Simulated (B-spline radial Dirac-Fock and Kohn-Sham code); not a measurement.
**X-ray form factors of tantalum in several charge states**

Model: configuration-average Dirac-Fock orbitals. Program: an atomic code on a B-spline grid.

Configurations: Ta⁴⁹⁺ [Ar] 3d6; Ta⁵¹⁺ [Ar] 3d4; Ta⁵²⁺ [Ar] 3d3; Ta⁵³⁺ [Ar] 3d2; Ta⁵⁴⁺ [Ar] 3d1; Ta⁵⁵⁺ [Ne] 3s2 3p6. The first column is f₀ of Ta⁴⁹⁺, the others are differences from it.

```tsv
s (Å⁻¹)	Ta⁴⁹⁺	Δ Ta⁵¹⁺	Δ Ta⁵²⁺	Δ Ta⁵³⁺	Δ Ta⁵⁴⁺	Δ Ta⁵⁵⁺
0	24.000	-2.000	-3.000	-4.000	-5.000	-6.000
0.05	23.989	-1.998	-2.998	-3.997	-4.996	-5.996
0.1	23.955	-1.994	-2.991	-3.988	-4.985	-5.983
0.15	23.899	-1.986	-2.980	-3.973	-4.967	-5.961
0.2	23.821	-1.976	-2.964	-3.953	-4.942	-5.931
0.25	23.721	-1.962	-2.944	-3.927	-4.910	-5.893
0.3	23.599	-1.946	-2.920	-3.895	-4.871	-5.847
0.35	23.456	-1.927	-2.892	-3.858	-4.825	-5.793
0.4	23.294	-1.905	-2.859	-3.815	-4.772	-5.731
0.45	23.111	-1.880	-2.823	-3.768	-4.714	-5.661
0.5	22.909	-1.853	-2.783	-3.715	-4.649	-5.584
0.6	22.451	-1.792	-2.693	-3.596	-4.502	-5.411
0.7	21.927	-1.723	-2.590	-3.461	-4.335	-5.213
0.8	21.343	-1.646	-2.476	-3.311	-4.150	-4.994
0.9	20.709	-1.563	-2.354	-3.149	-3.951	-4.757
1	20.032	-1.476	-2.224	-2.978	-3.739	-4.505
1.1	19.322	-1.385	-2.088	-2.799	-3.518	-4.243
1.2	18.586	-1.291	-1.950	-2.616	-3.290	-3.973
1.4	17.074	-1.103	-1.669	-2.244	-2.829	-3.424
1.6	15.559	-0.919	-1.394	-1.880	-2.376	-2.883
```

Values without a named source are computed, but for edge energies of neutral atoms, which are taken from tables.
